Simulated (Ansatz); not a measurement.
Reaction (formal exchange of groups at the Si–F bond): `F[SiH2][InH2]` + BH₃ → `B[SiH2][InH2]` + H–F

Gas-phase electronic energies from Ansatz, PBE0-D4/def2-TZVP geometries. CCSD(T)/CBS adds triple-zeta CCSD(T) − MP2 to the extrapolated MP2 energy (def2 sets, frozen cores). This one scheme is used for every species. DFT in def2-TZVPP. def2 core potentials past Kr. For In outer-core shells are correlated without core-valence functions, which leaves a few kJ/mol of doubt a bond.

```tsv
level	ΔE (kcal/mol)
r2SCAN-D4	21.7
ωB97X-V	28.3
SCS-MP2/def2-TZVPP	27.9
CCSD(T)/def2-TZVPP	23.8
```

(1) What does CCSD(T)/CBS give? (Best estimate.)

Largest T1 diagnostic among the species: 0.015.

Answers

(1) Computed: +23.4 kcal/mol. The listed levels differ from it by -1.7, 4.9, 4.5, 0.4 kcal/mol.

From r2SCAN to r2SCAN0 (25 % exact exchange), in def2-TZVPP and without D4, ΔE moves by +1.8 kcal/mol. In def2-TZVPP, CCSD(T) changes the Hartree–Fock value by −21.5 kcal/mol (the triples alone add −3.4 kcal/mol) and MP2 by −22.4 kcal/mol.
